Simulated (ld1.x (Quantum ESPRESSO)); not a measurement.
**Which change was made? (Fe, PAW)**

ld1.x (Quantum ESPRESSO) 7.5 input, shortened:

```
&input
   title='Fe', zed=26., rel=1, dft='PBE', iswitch=3,
   config='[Ar] 3d6 4s2 4p0'
 /
 &inputp
   pseudotype=3, lpaw=.true., tm=.true., lloc=-1, rcloc=1.55,
   nlcc=.true., new_core_ps=.true., rcore=1.20,
   which_augfun='GAUSS', rmatch_augfun=0.90
 /
6
3S  1  0   2.00   0.00  1.10  1.25  0.0
4S  2  0   2.00   0.00  1.10  1.25  0.0
3P  2  1   6.00   0.00  1.20  1.45  0.0
4P  3  1   0.00   0.00  1.20  1.45  0.0
3D  3  2   6.00   0.00  1.40  1.55  0.0
3D  3  2   0.00   0.05  1.40  1.55  0.0
 &test
   configts(1)='3s2 3p6 3d6 4s2 4p0'
 /
```

Cutoffs, loose and tight: the cutoffs (Ry, on a coarse ladder) from which the occupation-weighted sum of valence levels, in a spherical-Bessel basis at the reference potential, stays within 10 and 1 mRy of its value at 400 Ry. They do not see the model core or the augmentation charge, which bear on the density cutoff. Test errors are all-electron minus pseudo excitation energies from the reference, over the configurations 3s2 3p6 3d6 4s1 4p0; 3s2 3p6 3d6 4s0 4p0; 3s2 3p6 3d5 4s0 4p0; 3s1 3p6 3d6 4s2 4p0; 3s2 3p6 3d5 4s2 4p0; 3s2 3p5 3d6 4s2 4p0; 3s2 3p6 3d6.5 4s1.5 4p0; variants that change the core or the reference have their own tests. The largest error is taken over the tests solved by every variant that gives reliable tests at all, those not shown here included: 3s2 3p6 3d5 4s0 4p0; 3s2 3p6 3d6 4s0 4p0; 3s2 3p6 3d6 4s1 4p0.

The base gives: outcome: generated; cutoff, loose: 55 Ry; cutoff, tight: 100 Ry; bound ghosts: none; largest test error (meV): -1.5.

Problem. After one change the result is: outcome: generated; cutoff, loose: 55 Ry; cutoff, tight: 90 Ry; bound ghosts: none; largest test error (meV): +8.3. Which change was it?
A. waves 3s (bound): rcut 1.10, rcutus 1.50 bohr; 4s (bound): rcut 1.10, rcutus 1.50 bohr
B. local potential all-electron potential smoothed inside 1.50 bohr (lloc = -1)
C. core [Ar], valence charge 8; reference 3d6 4s1.75 4p0.25; waves now 4s (bound): rcut 0.75, rcutus 0.90 bohr; 4s channel at 0.05 Ry: rcut 0.75, rcutus 0.90 bohr; 4p (bound): rcut 2.25, rcutus 2.50 bohr; 4p channel at 1.05 Ry: rcut 2.25, rcutus 2.50 bohr; 3d (bound): rcut 1.15, rcutus 1.35 bohr; 3d channel at 0.05 Ry: rcut 1.15, rcutus 1.35 bohr; local potential all-electron potential smoothed inside 1.10 bohr (lloc = -1); core correction Bessel-smoothed model core inside 0.75 bohr; augmentation GAUSS, radius 0.70 bohr

Solution. B. The others give: core [Ar], valence charge 8; reference 3d6 4s1.75 4p0.25; waves now 4s (bound): rcut 0.75, rcutus 0.90 bohr; 4s channel at 0.05 Ry: rcut 0.75, rcutus 0.90 bohr; 4p (bound): rcut 2.25, rcutus 2.50 bohr; 4p channel at 1.05 Ry: rcut 2.25, rcutus 2.50 bohr; 3d (bound): rcut 1.15, rcutus 1.35 bohr; 3d channel at 0.05 Ry: rcut 1.15, rcutus 1.35 bohr; local potential all-electron potential smoothed inside 1.10 bohr (lloc = -1); core correction Bessel-smoothed model core inside 0.75 bohr; augmentation GAUSS, radius 0.70 bohr → outcome: failed: run_pseudo: Errors in PS-KS equation | waves 3s (bound): rcut 1.10, rcutus 1.50 bohr; 4s (bound): rcut 1.10, rcutus 1.50 bohr → outcome: generated, overlap not positive; bound ghosts: not determined (overlap not positive); largest test error (meV): -6.6. A file whose overlap is not positive is unfit for use, and its test errors describe a broken file.
